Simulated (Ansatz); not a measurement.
One change: `O[SiH2][SiH](O)F` becomes `O[SiH](F)[SeH]`.

Ansatz, PBE0-D4/def2-TZVP geometries, multiplicity 1. Each molecule was computed in one conformer, which needn't be the lowest.

Scalar relativity is left out up to krypton. Spin–orbit coupling is left out; it splits and shifts lone-pair levels of the heavy atoms by tenths of an eV.

| property | `O[SiH2][SiH](O)F` |
| --- | --- |
| LUMO energy (ωB97M-V/def2-TZVPP) / eV | 0.87 |
| ideal-gas entropy at 298 K and 1 bar (rigid rotor, harmonic PBE0-D4/def2-TZVP) / J/(mol·K) | 366 |
| HOMO energy (PBE/def2-TZVPP) / eV | -6.79 |
| size of the dipole moment (B3LYP/def2-TZVPP) / D | 3.07 |
| LUMO energy (PBE0/def2-TZVPP) / eV | -0.82 |
| HOMO energy (PBE0/def2-TZVPP) / eV | -8.06 |

Task: Give the same properties after the change, and the shifts. (Best estimate.)

Result: The calculation gave: 
| property | `O[SiH](F)[SeH]` | shift |
| --- | --- | --- |
| LUMO energy (ωB97M-V/def2-TZVPP) / eV | 1.78 | 0.91 |
| ideal-gas entropy at 298 K and 1 bar (rigid rotor, harmonic PBE0-D4/def2-TZVP) / J/(mol·K) | 332 | -34 |
| HOMO energy (PBE/def2-TZVPP) / eV | -6.29 | 0.50 |
| size of the dipole moment (B3LYP/def2-TZVPP) / D | 1.60 | -1.47 |
| LUMO energy (PBE0/def2-TZVPP) / eV | -0.09 | 0.73 |
| HOMO energy (PBE0/def2-TZVPP) / eV | -7.47 | 0.59 |

With PBE0 the HOMO rises by 0.59 eV and the LUMO rises by 0.73 eV, so the gap widens by about 0.14 eV. PBE moves the HOMO by 0.50 eV and ωB97M-V by 0.50 eV. The zero-point energy changes by -61.0 kJ/mol with -9 modes. Dipoles are sizes alone; their direction can turn. Modes under 60 cm⁻¹, often nearly free rotors, make the harmonic entropy too high.

B3LYP here is the variant with VWN-RPA as its local correlation; programs differ in this.
